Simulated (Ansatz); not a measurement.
A run for Ansatz (a quantum-chemistry and plane-wave program): U-SVWN5/def2-TZVPP on SiN+, 2S+1 = 3, a spin state set in the input, which need not be the lowest, a point of a bond scan (R = 1.792 Å). Charge +1.

Ansatz 0.2 input:
```yaml
crystal:
  periodic: [false, false, false]
  atoms:
    - {symbol: N, position_ang: [0.00000000, 0.00000000, 0.00000000]}
    - {symbol: Si, position_ang: [0.00000000, 0.00000000, 1.79236900]}
basis:
  gaussian:
    orbitals: def2-TZVPP
    pivot_positions_ang: [[0.00000000, 0.00000000, 0.00000000], [0.00000000, 0.00000000, 1.79236900]]
hamiltonian:
  xc: {name: SVWN5}
total_charge: 1
magnetization: {spin_polarized: true, initial_magnetization: 2}
output: {forces: true, orbitals: {seedname: ./end}}
```

The head of its log:

```
WARN ansatz: RAYON_NUM_THREADS=2 ignored (pool sized by the plan → 2); use --threads N
Functional definition: SVWN5
integrals: 0.01 GiB planned
443 factors; their error is unknown
mean field: 0.16 GiB planned
mean field evaluation 1: about -9281.4947 eV, gradient 7.4e1 eV
mean field evaluation 2: about -9109.0385 eV, gradient 1.2e2 eV
```

**Question.** What total energy does the run end on?

**Answer.** -342.1641 hartree.
